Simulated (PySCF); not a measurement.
A structure optimised at B3LYP-D3(BJ)/def2-TZVP, used in a PySCF frequency run:

```
C
C 1 1.3043
H 2 1.0780 1 138.15
H 1 1.0957 2 118.15 3 0.00
C 1 1.5031 4 115.65 2 180.00
H 5 1.0889 1 111.22 4 180.00
H 5 1.0931 6 108.64 1 121.91
H 5 1.0931 6 108.64 7 116.19
```
Charge 0, spin multiplicity 2.

Task: Write its SMILES, formula and point group.

Result: [CH]=CC, C3H5, Cs

Task: What are its rotational constants (standard atomic weights)?

Result: 58.133, 9.5492, 8.6389 GHz
